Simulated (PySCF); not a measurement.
Excitation energy of B²⁺ by level of theory

B²⁺ [He] 2s1 (2S) → B²⁺ [He] 2p1 (2P), as a difference of total energies. Calculation: PySCF 2.14, in aug-cc-pwCVQZ (9s8p6d4f2g, 109 functions); the non-relativistic Hamiltonian (point nucleus). Correlated levels: valence and next inner shell: nothing frozen. The calculations carry no spin-orbit coupling.

```
                                method  excitation energy (eV)
                                   UHF                   6.051
                                   LDA                   5.357
                                   PBE                   5.300
                                  PBE0                   5.489
                                r2SCAN                   5.366
                                 M06-L                   4.742
                                 TPSSh                   5.404
                                   M06                   5.072
    MP2 (valence and next inner shell)                   6.004
SCS-MP2 (valence and next inner shell)                   6.023
```

Q: How much does correlation contribute at MP2 (valence and next inner shell)?

A: 6.004 − (6.051) = -0.047 eV, measured against UHF.
